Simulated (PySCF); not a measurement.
# Telling isomers of C8H14 apart by NMR

Calculated, not measured (PySCF 2.14.0 with density-fitted response routines): shielding tensors at PBE0/pcSseg-1 (GIAO), PBE0-D3(BJ)/def2-SVP geometry. Single conformer, no solvent model, averaged over atoms made equivalent by symmetry, fast rotation or ring inversion, non-relativistic.

Shifts are taken against calculated references (same method and geometry level): 1H (31.27 ppm) and 13C (184.41 ppm) against TMS. Where no couplings were computed, multiplicities follow the n + 1 count of equivalent neighbours, and m marks all less simple cases (inequivalent or close neighbours, rings, F or P nearby). Shifts are as computed. Against solution values, carbons near 30 ppm lie about +2 ppm off and those near 130 ppm about +5 ppm. Of 1309 compounds with measured shifts, 239 miss one by over three times the rms of a fit or turn the order of signals round; such compounds aren't used in these exercises.

(1) Tabulate the signals of `C1C[C@H]2CCC[C@H]2C1`, `C1CCC2(CC1)CC2` and their relative energies.

(2) What is the quickest way to tell C1C[C@H]2CCC[C@H]2C1 from C1CCC2(CC1)CC2?

Results:

(1) 
```json
{"SMILES": "C1C[C@H]2CCC[C@H]2C1", "carbon types": "2×CH 6×CH2", "δC": "44.9, 36.1, 27.7", "δH": "2.20 (m, 2H), 1.59 (m, 4H), 1.42 (m, 2H), 1.26 (m, 2H), 1.07 (m, 4H)", "E rel. (kcal/mol)": "0.0"}
{"SMILES": "C1CCC2(CC1)CC2", "carbon types": "1×C 7×CH2", "δC": "38.1, 28.6, 27.7, 18.2, 14.6", "δH": "1.44 (m, 4H), 1.39 (m, 2H), 1.11 (m, 4H), 0.21 (s, 4H)", "E rel. (kcal/mol)": "15.2"}
```

Energies are electronic energies at PBE0/pcSseg-1 on these geometries, without zero-point or thermal terms, each for the one conformer computed, which needn't be the lowest.

(2) Count the carbon signals: 3 against 5. The first has an sp3 CH in a ring at 44.9 ppm, the second a three-membered-ring carbon (C) at 18.2 ppm. Their most deshielded carbons lie at 44.9 and 38.1 ppm. In the proton spectra the most deshielded non-exchanging signals are 2.20 (m, 2H) and 1.44 (m, 4H).
